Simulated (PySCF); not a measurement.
Al(OH) (AlHO), SMILES [OH][Al] (connectivity only; charge and spin as stated), neutral, multiplicity 1.

Geometry: B3LYP-D3(BJ)/def2-TZVPD.

Two levels are set side by side: TDA-PBE/def2-TZVPD (PySCF) and ADC(3)/aug-cc-pVDZ (PySCF). Vertical, same geometry; the bases differ. Differences are taken from unrounded values.

```tsv
quantity	ADC(3)	TDA-PBE	TDA-PBE minus ADC(3)
lowest singlet excitation (eV)	5.26	5.56	0.30
```

Rough cost on one machine, each run with all the roots and properties that it gave: ADC(3) against TDA-PBE about 20 times.
